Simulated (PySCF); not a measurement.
CBr3, SMILES Br[C](Br)Br, multiplicity 2.

Coordinates come from a PBE-D3(BJ)/def2-SVP optimisation. The isomer is the one that the SMILES or the coordinates give; other isomers of the formula were not compared.

The numbers are results of PBE-D3(BJ)/def2-SVP run with PySCF, not measurements.

Frequencies are harmonic and unscaled.

Modes within 1.5 cm⁻¹ of each other (mostly degenerate sets) share a row, with their intensities summed.

Computed normal modes with their intensities:
```tsv
mode	ν (cm⁻¹)	IR (km/mol)	moving atoms (share of kinetic energy)
1–2	156	0.0	Br 97 %
3	230	2.0	C 51 %, Br 49 %
4	303	1.6	Br 55 %, C 45 %
5–6	749	293.2	C 92 %
```
